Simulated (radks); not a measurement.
Results of a calculation; reference values are marked as such.
Excited configurations of Cu I: one electron is placed in a higher orbital outside [Ar] 3d10. The ground configuration is [Ar] 3d10 4s1. Code: a radial shooting solver on a logarithmic mesh with Libxc functionals. Model: non-relativistic Kohn-Sham, TPSS, spin-polarised, spherical densities, point nucleus; open shells are filled with parallel spins first; meta-GGA in the generalised Kohn-Sham scheme. Excitation = E - E(ground); binding = E(ion) - E, where the ion is the core of charge +1; n* = 1/sqrt(2 binding) in atomic units, and the quantum defect is n - n*.

outer orbital  excitation (eV)  binding (eV)     n*  quantum defect  <r> (bohr)
4p                       4.051         3.873  1.874           2.126       4.518
4d                       6.301         1.623  2.895           1.105       10.09
6f                       7.451         0.473  5.362           0.638       42.71
7d                       7.431         0.493  5.253           1.747       43.24

The Delta-SCF ionisation energy is 7.924 eV (NIST Atomic Spectra Database: 7.726 eV, measured). Self-interaction in the functional shifts the binding energies and quantum defects, so they are the method's values and not measured ones.
